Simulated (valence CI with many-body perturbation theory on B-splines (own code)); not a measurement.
**Energy levels of S9+**

Level of theory: relativistic CI+MBPT: five valence electrons over a frozen Dirac-Fock core [He], radial functions for each j: 9 s, 9 p, 8 d, 6 f, 3 g, 1 h, with the one-electron correlation potential Σ1 (screened to all orders), the two-electron term Σ2, the three-electron term Σ3, Breit, model QED; selected single and double excitations, second order for the rest, scaled by the run's own slope (own B-spline code, finite nucleus).

No measured spectrum was set against this ion. As an estimate, levels of excited configurations hold to 0.05 to 0.15 % of their energy, terms of the ground configuration to about 0.5 %. Among the levels kept, up to 2200 cm⁻¹ of a level comes from second order outside the variational space, and about a tenth of that is noise between levels of different J, which matters for small intervals.

Levels 1 to 45 of 72, with energies above the lowest level, 2s2.2p3 4S°_3/2. "Leading %" is the weight of the configuration and term that name the level; weights of strongly mixed levels are sums over their largest components and can fall short. Lifetimes count E1, E2, E3, M1 and M2 decay at the calculated energies, and are blank where another channel may lead or the interval is too uncertain; long ones can be off by a factor of two.

| No. | Configuration | Term | J | E (cm⁻¹) | Leading % | Lifetime | Second component |
| --- | --- | --- | --- | --- | --- | --- | --- |
| 1 | 2s2.2p3 | 4S° | 3/2 | 0 | 99 |  |  |
| 2 | 2s2.2p3 | 2D° | 3/2 | 82747 | 96 | 66.6 ms |  |
| 3 | 2s2.2p3 | 2D° | 5/2 | 83888 | 99 | 2.64 s |  |
| 4 | 2s2.2p3 | 2P° | 1/2 | 127380 | 98 | 5.08 ms |  |
| 5 | 2s2.2p3 | 2P° | 3/2 | 129200 | 94 | 2.10 ms |  |
| 6 | 2s.2p4 | 4P | 5/2 | 378560 | 99 | 201 ps |  |
| 7 | 2s.2p4 | 4P | 3/2 | 385470 | 100 | 189 ps |  |
| 8 | 2s.2p4 | 4P | 1/2 | 389000 | 99 | 183 ps |  |
| 9 | 2s.2p4 | 2D | 3/2 | 521180 | 99 | 72.3 ps |  |
| 10 | 2s.2p4 | 2D | 5/2 | 521310 | 99 | 74.8 ps |  |
| 11 | 2s.2p4 | 2S | 1/2 | 609470 | 96 | 38.3 ps |  |
| 12 | 2s.2p4 | 2P | 3/2 | 637530 | 99 | 18.3 ps |  |
| 13 | 2s.2p4 | 2P | 1/2 | 646320 | 96 | 18.5 ps |  |
| 14 | 2p5 | 2P° | 3/2 | 991790 | 97 | 28.5 ps |  |
| 15 | 2p5 | 2P° | 1/2 | 1002900 | 97 | 27.9 ps |  |
| 16 | 2s2.2p2.3s | 4P | 1/2 | 2087500 | 95 | 8.89 ps |  |
| 17 | 2s2.2p2.3s | 4P | 3/2 | 2092000 | 96 | 8.87 ps |  |
| 18 | 2s2.2p2.3s | 4P | 5/2 | 2098200 | 96 | 8.93 ps |  |
| 19 | 2s2.2p2.3s | 2P | 1/2 | 2112600 | 96 | 2.93 ps |  |
| 20 | 2s2.2p2.3s | 2P | 3/2 | 2120000 | 94 | 2.94 ps |  |
| 21 | 2s2.2p2.3s | 2D | 5/2 | 2160400 | 96 | 4.82 ps |  |
| 22 | 2s2.2p2.3s | 2D | 3/2 | 2160700 | 95 | 4.78 ps |  |
| 23 | 2s2.2p2.3p | 2S° | 1/2 | 2182800 | 90 | 995 ps |  |
| 24 | 2s2.2p2.3p | 4D° | 1/2 | 2191600 | 93 | 842 ps |  |
| 25 | 2s2.2p2.3p | 4D° | 3/2 | 2194000 | 92 | 695 ps |  |
| 26 | 2s2.2p2.3p | 4D° | 5/2 | 2198400 | 93 | 715 ps |  |
| 27 | 2s2.2p2.3p | 4D° | 7/2 | 2204000 | 96 | 855 ps |  |
| 28 | 2s2.2p2.3p | 4P° | 1/2 | 2204300 | 93 | 129 ps |  |
| 29 | 2s2.2p2.3p | 4P° | 3/2 | 2205100 | 87 | 121 ps |  |
| 30 | 2s2.2p2.3p | 4P° | 5/2 | 2208900 | 85 | 135 ps | 8 % 2s2.2p2.3p 2D° |
| 31 | 2s2.2p2.3p | 2D° | 3/2 | 2217100 | 94 | 617 ps |  |
| 32 | 2s2.2p2.3p | 2D° | 5/2 | 2225200 | 88 | 498 ps | 8 % 2s2.2p2.3p 4P° |
| 33 | 2s2.2p2.3p | 4S° | 3/2 | 2226400 | 82 | 21.2 ps | 12 % 2s.2p3.3s 4S° |
| 34 | 2s2.2p2.3s | 2S | 1/2 | 2227400 | 93 | 5.06 ps | 4 % 2p4.3s 2S |
| 35 | 2s2.2p2.3p | 2P° | 3/2 | 2236100 | 95 | 126 ps |  |
| 36 | 2s2.2p2.3p | 2P° | 1/2 | 2236200 | 94 | 135 ps |  |
| 37 | 2s2.2p2.3p | 2F° | 5/2 | 2268400 | 96 | 260 ps |  |
| 38 | 2s2.2p2.3p | 2F° | 7/2 | 2270500 | 97 | 257 ps |  |
| 39 | 2s.2p3.3s | 6S° | 5/2 | 2274800 | 99 | 8.56 ns |  |
| 40 | 2s2.2p2.3p | 2D° | 3/2 | 2289700 | 90 | 136 ps | 4 % 2s2.2p2.3p 2P° |
| 41 | 2s2.2p2.3p | 2D° | 5/2 | 2289700 | 94 | 148 ps |  |
| 42 | 2s2.2p2.3p | 2P° | 1/2 | 2304000 | 97 | 59.4 ps |  |
| 43 | 2s2.2p2.3p | 2P° | 3/2 | 2309200 | 92 | 56.5 ps |  |
| 44 | 2s2.2p2.3d | 4F | 3/2 | 2318500 | 94 | 107 ps |  |
| 45 | 2s2.2p2.3d | 4F | 5/2 | 2320700 | 92 | 97.1 ps | 5 % 2s2.2p2.3d 4D |

The ionisation energy to 2s2.2p2 3P_0 of the next ion comes out as 447.53 eV (NIST: 447.7 ± 0.3 eV (semi-empirical)). All 72 levels together are meant to be complete up to 2417300 cm⁻¹.
